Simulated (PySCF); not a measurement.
## Radial density of Ce⁵⁴⁺ (cerium, charge +54)

B97-3, [He] 2s2, closed-shell 1S. Calculation: PySCF 2.14, in an uncontracted even-tempered set (19 s from 31 bohr⁻², ratio 2.2; 8 p from 47 bohr⁻², ratio 2.4; 5 d from 140 bohr⁻², ratio 2.4; 5 f from 210 bohr⁻², ratio 2.4; 4 g from 320 bohr⁻², ratio 2.4); scalar relativity by spin-free X2C-1e.

```tsv
r (bohr)	4πr²ρ (e/bohr)
0.0205	63.22
0.0346	29.92
0.0581	18.15
0.0978	21.26
0.164	4.685
0.277	0.06516
0.465	1.330e-05
```

Densities and radii are taken from the X2C orbitals without a picture-change correction, which distorts them close to the nucleus.
